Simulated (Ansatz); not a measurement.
Reaction (substitution at a C–C bond): `CC(C)(C)C#N` + `[CH3][Nb](=[NH])([NH2])[F]` → `C[N]=[Nb]([CH3])([NH2])[F]` + `CC(C)C#N`

Gas-phase electronic energies from Ansatz, PBE0-D4/def2-TZVP geometries. CBS: MP2 limit from def2 TZ/QZ plus the TZ coupled-cluster correction, frozen cores. DFT in def2-TZVPP. B3LYP here is the variant with VWN-RPA as its local correlation; programs differ in this. Elements past krypton have def2 core potentials. For Nb outer-core shells are correlated without core-valence functions, which leaves a few kJ/mol of doubt a bond. One conformer a species, not always the lowest.

`CC(C)(C)C#N`:

```xyz
15

C     0.334   -1.414   -0.285
C    -0.005    0.000    0.195
C     1.068    0.991   -0.266
C    -1.381    0.424   -0.326
C    -0.040   -0.001    1.661
N    -0.068   -0.002    2.811
H     0.364   -1.426   -1.377
H    -0.416   -2.132    0.049
H     1.308   -1.733    0.091
H     0.844    2.001    0.082
H     1.104    1.000   -1.358
H     2.052    0.707    0.111
H    -1.641    1.425    0.021
H    -1.366    0.429   -1.418
H    -2.157   -0.268    0.007
```

`[CH3][Nb](=[NH])([NH2])[F]`:

```xyz
11

C    -1.627   -0.194   -0.327
Nb    0.525   -0.074   -0.437
N     0.845    1.637   -0.546
N     1.205   -0.608    1.323
F     1.118   -1.106   -1.906
H    -2.037    0.420    0.477
H    -2.057    0.155   -1.272
H    -1.937   -1.234   -0.168
H     1.092    2.586   -0.783
H     1.241   -1.573    1.628
H     1.632   -0.009    2.011
```

`C[N]=[Nb]([CH3])([NH2])[F]`:

```xyz
14

C    -1.466   -0.961   -1.740
N    -0.724   -0.199   -0.801
Nb    0.015    0.828    0.397
C     0.495   -0.553    1.991
N     1.711    1.392   -0.423
F    -1.126    2.194    1.053
H    -1.403   -2.030   -1.508
H    -2.524   -0.676   -1.745
H    -1.074   -0.816   -2.753
H     1.048   -0.038    2.786
H    -0.434   -0.948    2.420
H     1.092   -1.400    1.647
H     2.068    1.131   -1.329
H     2.322    2.076    0.004
```

`CC(C)C#N`:

Cartesian coordinates in Å:
```
C -0.654 -1.187 0.021
C -0.109 0.189 0.400
C 1.245 0.473 -0.248
C -1.069 1.231 0.045
N -1.824 2.046 -0.250
H -1.614 -1.380 0.500
H -0.789 -1.262 -1.060
H 0.052 -1.958 0.334
H 0.005 0.235 1.489
H 1.627 1.453 0.042
H 1.164 0.445 -1.336
H 1.966 -0.286 0.063
```

Q: Is it downhill or uphill in electronic energy at CCSD(T)/CBS, and by how much? (Estimate.)

A: Ansatz gave: Uphill: ΔE = +0.21 eV.

Q: What do these levels give: revPBE-D4, B97M-V, B3LYP-D4, BHLYP-D4, CAM-B3LYP-D4, ωB97X-V, PBE, PBE0, r2SCANh, HF/def2-SVP, MP2/def2-QZVPP, CCSD/CBS(def2)? (Best estimate.)

A: Ansatz gave: revPBE-D4 0.13, B97M-V 0.18, B3LYP-D4 0.11, BHLYP-D4 0.14, CAM-B3LYP-D4 0.15, ωB97X-V 0.20, PBE 0.07, PBE0 0.11, r2SCANh 0.16, HF/def2-SVP 0.08, MP2/def2-QZVPP 0.16, CCSD/CBS(def2) 0.20 eV.

Largest T1 diagnostic among the species: 0.020, so the coupled-cluster value is less sure than usual.

The D4 term adds +0.06 eV with B3LYP and +0.03 eV with PBE0; it sums over pairs of atoms, weighted by their polarisabilities, and B3LYP, whose exchange is more repulsive, gets the larger term. Leaving LDA and LC-ωPBE aside and taking each functional with its dispersion term where it has one, the values, not all of them listed here, spread over 0.13 eV, from BLYP-D4 to ωB97M-V. LDA lies +0.09 eV from PBE without D4.
